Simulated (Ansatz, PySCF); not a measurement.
H3ISn (SMILES [SnH3][I]), singlet, geometry from GFN2-xTB (such geometries of metal compounds can be far from the true shape) (all electrons, no relativity). Base run: CASSCF(2,3)/STO-3G (PySCF).

PySCF was given this input:
```python
from pyscf import gto, scf, mcscf
import numpy

mol = gto.M(
    atom='''
Sn   -1.311623   -0.043676   -0.012276
I     1.339601    0.044608    0.012538
H    -1.753560   -1.380948   -0.909008
H    -1.817045   -0.172277    1.573833
H    -1.847069    1.372820   -0.715531
''',
    basis='sto-3g',
    charge=0,
    spin=0,
    verbose=4,
)

mf = scf.RHF(mol)
mf.kernel()
mc = mcscf.CASSCF(mf, 3, 2)
mc.fix_spin_(ss=0.0)
mc.kernel()
occ = numpy.linalg.eigvalsh(mc.fcisolver.make_rdm1(mc.ci, mc.ncas, mc.nelecas))[::-1]
ss = mc.fcisolver.spin_square(mc.ci, mc.ncas, mc.nelecas)[0]
print('natural occupations', occ.round(4), ' <S^2>', round(ss, 4))
```

Programs used: Ansatz (an electronic-structure program), PySCF; a row that names a program was run with it.

The base run was repeated with changes; each row names its change, and settings that it needs were set with it.

```tsv
change	ΔE vs base (kcal/mol)	natural occupations	<S^2> of the state	outcome
base	0.000	1.97 0.03 0.00	0.00	converged
fix_spin_ = off	0.000	1.97 0.03 0.00	0.00	converged
active space = 8 electrons, 7 orbitals	-14.20	2.00 1.99 1.98 1.97 0.03 0.02 0.01	0.00	converged
conv_tol = 1e-5	0.014	1.97 0.03 0.00	0.00	converged
orbitals = fixed (CASCI)	9.17	2.00 0.00 0.00	0.00	converged
state_average = 2 states	12.21	-	-	converged
code = ansatz	0.005	-	-	converged
active space = 4 electrons, 5 orbitals	-3.90	1.99 1.97 0.03 0.01 0.00	0.00	converged
start = MP2 natural orbitals	0.000	1.97 0.03 0.00	0.00	converged
active space = 6 electrons, 6 orbitals	-13.54	1.99 1.98 1.97 0.03 0.02 0.01	0.00	converged
active space = 4 electrons, 6 orbitals	-	-	-	not converged
```

Active orbitals are taken around the Fermi level unless the row says otherwise; CASSCF can end in different local minima, and two programs can end on different orbitals. State-averaged rows give the lowest state.
